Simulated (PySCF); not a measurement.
EPR parameters of CH3FOSi

CH₃FOSi (triplet state).
Z-matrix (Å and degrees, GFN2-xTB geometry), rows numbered from 1:
```
C 
O   1  1.4159
Si  2  1.6273  1  128.71
F   3  1.6504  2  113.98  1   -83.94
H   1  1.0904  2  107.85  3  -130.47
H   1  1.0913  2  108.01  3   110.99
H   1  1.0902  2  112.49  3    -9.54
```

The hyperfine couplings belong to this conformer and change with its torsions.

The species is `CO[Si]F` [triplet].

Computed with PySCF, UKS B3LYP, pcH-1 on C F H O Si, non-relativistic, mean-field spin-orbit, GIAO. One conformer (not necessarily the lowest) at the GFN2-xTB geometry, without solvent, vibrations or thermal averaging. This triplet need not be the ground state; the singlet was not compared here. The geometry wasn't refined by DFT: couplings that depend on bond lengths, twists or pyramidal angles can differ widely from those at the functional's own minimum, by a factor of two or more for some ions and for spin on atoms past the first row. No stability test was run, so a lower SCF solution isn't excluded.

| Property | Result |
| --- | --- |
| g1, g2, g3 | 1.99952, 2.00042, 2.00214 |
| g_iso | 2.00069 |
| Form of g | rhombic: the two nearest values differ by 34 % of g3 − g1 |
| ⟨S²⟩ | 2.0020 (exact 2.0000) |

Hyperfine couplings atom by atom, in MHz; T1 to T3 are the principal values of the dipolar part:

| atom | isotope | a_iso | of which spin–orbit | T1 | T2 | T3 | Mulliken spin population |
| --- | --- | --- | --- | --- | --- | --- | --- |
| C1 | 13C | 27.7 | 0.0 | -2.4 | -2.0 | 4.4 | 0.01 |
| O2 | 17O | -47.5 | -0.1 | -26.7 | 10.1 | 16.6 | 0.12 |
| Si3 | 29Si | -851.2 | 1.3 | -86.3 | 9.6 | 76.7 | 1.73 |
| F4 | 19F | 201.2 | 1.9 | -172.5 | 34.2 | 138.3 | 0.11 |
| H5 | 1H | -1.2 | 0.0 | -2.1 | -1.9 | 4.0 | 0.00 |
| H6 | 1H | 8.5 | 0.0 | -2.2 | -1.4 | 3.6 | 0.01 |
| H7 | 1H | 0.9 | 0.0 | -3.8 | -1.2 | 5.0 | 0.02 |

The Mulliken spin populations are largest on Si3 (+1.73), O2 (+0.12) and F4 (+0.11). Si3 is the only atom above +0.15.

The 17O coupling of O2 (-47.5 MHz) shows only in satellite lines or after enrichment, since that isotope makes up about 0.038 % of natural oxygen.

The 29Si coupling of Si3 (-851.2 MHz) shows only in satellite lines or after enrichment, since that isotope makes up about 4.7 % of natural silicon.

On one thread, Arm Neoverse V2, shared host, this took 15 s wall.
